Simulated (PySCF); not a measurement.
H₂ClF₂GeN (SMILES [NH2][Ge]([F])([F])[Cl]), singlet, at a GFN2-xTB geometry, with bond 5-2 at 1.8 times its length; CASSCF(4,6)/STO-3G (PySCF).

Input for PySCF:
```python
from pyscf import gto, scf, mcscf, mp
import numpy

mol = gto.Mole()
mol.atom = '''
    N     1.85297132   -0.31841107    0.35067291
    Ge    0.13531347    0.12340499    0.10009216
    F    -0.48063840    0.42163083    1.68245768
    F    -0.04524765    1.72922768   -0.57245882
    Cl   -1.94529778   -2.29508777   -1.78086194
    H     2.36593150   -0.69146237   -0.43406109
    H     2.41610119    0.35708901    0.84941193
'''
mol.basis = 'sto-3g'
mol.verbose = 4
mol.build()

mf = scf.RHF(mol)
mf.kernel()
mc = mcscf.CASSCF(mf, 6, 4)
mc.fix_spin_(ss=0.0)
noons, natorbs = mcscf.addons.make_natural_orbitals(mp.MP2(mf).run())
mc.kernel(natorbs)
occ = numpy.linalg.eigvalsh(mc.fcisolver.make_rdm1(mc.ci, mc.ncas, mc.nelecas))[::-1]
ss = mc.fcisolver.spin_square(mc.ci, mc.ncas, mc.nelecas)[0]
print('natural occupations', occ.round(4), ' <S^2>', round(ss, 4))
```

What the program printed (banner, timings and long lists left out):

```
PySCF version 2.14.0

[INPUT] verbose = 4
[INPUT] num. atoms = 7
[INPUT] num. electrons = 76
[INPUT] charge = 0
[INPUT] spin (= nelec alpha-beta = 2S) = 0
[INPUT] symmetry False subgroup None
[INPUT] Mole.unit = angstrom
[INPUT] Symbol           X                Y                Z      unit          X                Y                Z       unit  Magmom
[INPUT]  1 N      1.852971320000  -0.318411070000   0.350672910000 AA    3.501608311474  -0.601709717330   0.662675759204 Bohr   0.0
[INPUT]  2 Ge     0.135313470000   0.123404990000   0.100092160000 AA    0.255705399265   0.233201633505   0.189146769616 Bohr   0.0
[INPUT]  3 F     -0.480638400000   0.421630830000   1.682457680000 AA   -0.908274940949   0.796766794373   3.179384231371 Bohr   0.0
[INPUT]  4 F     -0.045247650000   1.729227680000  -0.572458820000 AA   -0.085505666280   3.267766722217  -1.081790387392 Bohr   0.0
[INPUT]  5 Cl    -1.945297780000  -2.295087770000  -1.780861940000 AA   -3.676080034924  -4.337087317139  -3.365341332262 Bohr   0.0
[INPUT]  6 H      2.365931500000  -0.691462370000  -0.434061090000 AA    4.470962564481  -1.306674504743  -0.820256581430 Bohr   0.0
[INPUT]  7 H      2.416101190000   0.357089010000   0.849411930000 AA    4.565769538336   0.674800430992   1.605155914638 Bohr   0.0

nuclear repulsion = 437.910060858435
number of shells = 24
number of NR pGTOs = 132
number of NR cGTOs = 44
basis = sto-3g
ecp = {}

******** <class 'pyscf.scf.hf.RHF'> ********
method = RHF
initial guess = minao
damping factor = 0
level_shift factor = 0
DIIS = <class 'pyscf.scf.diis.CDIIS'>
diis_start_cycle = 1
diis_space = 8
diis_damp = 0
SCF conv_tol = 1e-09
SCF conv_tol_grad = None
SCF max_cycles = 50
direct_scf = True
direct_scf_tol = 1e-13
Set gradient conv threshold to 3.16228e-05
Initial guess from minao.
init E= -2753.94585166586
  HOMO = -0.509153379432872  LUMO = -0.437473238606233  gap/eV = 1.95052
cycle= 1 E= -2757.03309500189  delta_E= -3.09  |g|= 0.447  |ddm|= 3.13
  HOMO = -0.132995821078373  LUMO = -0.0538042262574876  gap/eV = 2.15491
cycle= 2 E= -2757.16224028886  delta_E= -0.129  |g|=  0.2  |ddm|= 1.65
  HOMO = -0.22293030030549  LUMO = -0.0117412491576635  gap/eV = 5.74675
cycle= 3 E= -2757.18158257195  delta_E= -0.0193  |g|= 0.0498  |ddm|= 0.528
  HOMO = -0.224943586595712  LUMO = -0.0177700534947964  gap/eV = 5.63748
cycle= 4 E= -2757.18452874342  delta_E= -0.00295  |g|= 0.0197  |ddm|= 0.207
  HOMO = -0.233155547826278  LUMO = -0.0173907270514078  gap/eV = 5.87126
cycle= 5 E= -2757.1851022752  delta_E= -0.000574  |g|= 0.00796  |ddm|= 0.0954
  HOMO = -0.229384303766218  LUMO = -0.0185080003835618  gap/eV = 5.73824
cycle= 6 E= -2757.1852159963  delta_E= -0.000114  |g|= 0.00301  |ddm|= 0.0417
  HOMO = -0.229821446514957  LUMO = -0.0179301974788627  gap/eV = 5.76585
cycle= 7 E= -2757.1852360597  delta_E= -2.01e-05  |g|= 0.000905  |ddm|= 0.0207
  HOMO = -0.229919451427938  LUMO = -0.01800541322045  gap/eV = 5.76647
cycle= 8 E= -2757.18523750311  delta_E= -1.44e-06  |g|= 0.000334  |ddm|= 0.00542
  HOMO = -0.229937765472333  LUMO = -0.0180651607743033  gap/eV = 5.76535
cycle= 9 E= -2757.18523769411  delta_E= -1.91e-07  |g|= 8.88e-05  |ddm|= 0.00197
  HOMO = -0.229959395616026  LUMO = -0.0180545110197589  gap/eV = 5.76623
cycle= 10 E= -2757.18523771712  delta_E= -2.3e-08  |g|= 5.26e-05  |ddm|= 0.000619
  HOMO = -0.229958096329174  LUMO = -0.018053246003756  gap/eV = 5.76622
cycle= 11 E= -2757.18523773414  delta_E= -1.7e-08  |g|= 3.48e-05  |ddm|= 0.000679
  HOMO = -0.229958073002973  LUMO = -0.0180528343021717  gap/eV = 5.76624
cycle= 12 E= -2757.18523774701  delta_E= -1.29e-08  |g|= 1.52e-05  |ddm|= 0.000923
  HOMO = -0.22995822844501  LUMO = -0.0180533835792442  gap/eV = 5.76622
cycle= 13 E= -2757.1852377492  delta_E= -2.19e-09  |g|= 5.05e-06  |ddm|= 0.00045
  HOMO = -0.229957751400665  LUMO = -0.0180533645056136  gap/eV = 5.76621
cycle= 14 E= -2757.18523774934  delta_E= -1.34e-10  |g|= 1.79e-06  |ddm|= 0.000109
  HOMO = -0.229958218837788  LUMO = -0.01805324309753  gap/eV = 5.76623
Extra cycle  E= -2757.18523774933  delta_E= 9.09e-13  |g|= 1.04e-06  |ddm|= 6.19e-06
converged SCF energy = -2757.18523774933

******** <class 'pyscf.mp.mp2.RMP2'> ********
nocc = 38, nmo = 44
E(RMP2) = -2757.34684690331  E_corr = -0.161609153978783
E(SCS-RMP2) = -2757.35970336793  E_corr = -0.174465618598199
E_corr(same-spin) = -0.0224600378957774
E_corr(oppo-spin) = -0.139149116083006

******** <class 'pyscf.mcscf.mc1step.CASSCF'> ********
CAS (2e+2e, 6o), ncore = 36, nvir = 2
max_cycle_macro = 50
max_cycle_micro = 4
conv_tol = 1e-07
conv_tol_grad = None
orbital rotation max_stepsize = 0.02
orbital rotation threshold for CI restart = 0.01
augmented hessian ah_max_cycle = 30
augmented hessian ah_conv_tol = 1e-12
augmented hessian ah_linear dependence = 1e-14
augmented hessian ah_level shift = 1e-08
augmented hessian ah_start_tol = 2.5
augmented hessian ah_start_cycle = 3
augmented hessian ah_grad_trust_region = 3
kf_trust_region = 3
kf_interval = 4
ci_response_space = 4
ci_grad_trust_region = 3
with_dep4 0
natorb = False
canonicalization = True
sorting_mo_energy = False
ao2mo_level = 2
internal_rotation = False
******** <class 'pyscf.fci.addons.SpinPenaltyFCISolver'> ********
max. cycles = 50
conv_tol = 1e-08
davidson only = True
linear dependence = 1e-12
level shift = 0.001
max iter space = 12
nroots = 1
pspace_size = 400
spin = None
CASCI E = -2757.28370205977  S^2 = 0.0000000
Set conv_tol_grad to 0.000316228
macro iter   1 ( 21 JK    4 micro), CASSCF E = -2757.28863672152  dE = -4.93466174e-03  S^2 = 0.0000000
               |grad[o]|=0.0584  |grad[c]|=0.063  |ddm|=0.0601  |maxRot[o]|=0.302
macro iter   2 ( 20 JK    4 micro), CASSCF E = -2757.28985854400  dE = -1.22182248e-03  S^2 = 0.0000000
               |grad[o]|=0.0151  |grad[c]|=0.0121  |ddm|=0.0168  |maxRot[o]|=0.0856
macro iter   3 ( 19 JK    4 micro), CASSCF E = -2757.29025119724  dE = -3.92653240e-04  S^2 = 0.0000000
               |grad[o]|=0.0063  |grad[c]|=0.0122  |ddm|=0.014  |maxRot[o]|=0.0411
macro iter   4 ( 21 JK    4 micro), CASSCF E = -2757.29026999217  dE = -1.87949336e-05  S^2 = 0.0000000
               |grad[o]|=0.00504  |grad[c]|= 0.01  |ddm|=0.00656  |maxRot[o]|=0.0164
macro iter   5 ( 21 JK    4 micro), CASSCF E = -2757.29022577090  dE =  4.42212727e-05  S^2 = 0.0000000
               |grad[o]|=0.00503  |grad[c]|= 0.01  |ddm|=0.00635  |maxRot[o]|=0.0137
macro iter   6 ( 21 JK    4 micro), CASSCF E = -2757.29071162995  dE = -4.85859051e-04  S^2 = 0.0000000
               |grad[o]|=0.00519  |grad[c]|=0.00356  |ddm|=0.00591  |maxRot[o]|=0.048
macro iter   7 ( 19 JK    4 micro), CASSCF E = -2757.29112500385  dE = -4.13373896e-04  S^2 = 0.0000000
               |grad[o]|=0.00367  |grad[c]|=0.00326  |ddm|=0.00255  |maxRot[o]|=0.0732
macro iter   8 ( 16 JK    4 micro), CASSCF E = -2757.29118782879  dE = -6.28249400e-05  S^2 = 0.0000000
               |grad[o]|=0.00158  |grad[c]|=0.000615  |ddm|=0.00151  |maxRot[o]|=0.0263
macro iter   9 ( 13 JK    3 micro), CASSCF E = -2757.29120377416  dE = -1.59453693e-05  S^2 = 0.0000000
               |grad[o]|=0.000714  |grad[c]|=0.000256  |ddm|=0.000636  |maxRot[o]|=0.0167
macro iter  10 (  5 JK    1 micro), CASSCF E = -2757.29120452177  dE = -7.47612376e-07  S^2 = 0.0000000
               |grad[o]|=0.000156  |grad[c]|=0.000349  |ddm|=0.000157  |maxRot[o]|=0.00374
macro iter  11 (  4 JK    1 micro), CASSCF E = -2757.29120454041  dE = -1.86369107e-08  S^2 = 0.0000000
               |grad[o]|=5.77e-05  |grad[c]|=7.72e-05  |ddm|=4.52e-05  |maxRot[o]|=0.000558
1-step CASSCF converged in  11 macro (180 JK  37 micro) steps
CASSCF canonicalization
Density matrix diagonal elements [1.96409569e+00 1.32404375e+00 6.77879905e-01 3.01527554e-02
 1.60886923e-03 2.21903524e-03]
CASSCF energy = -2757.29120454041
CASCI E = -2757.29120454041  E(CI) = -3.48969916060059  S^2 = 0.0000000
natural occupations [1.9655e+00 1.3538e+00 6.4850e-01 3.0300e-02 1.6000e-03 3.0000e-04]  <S^2> 0.0
```
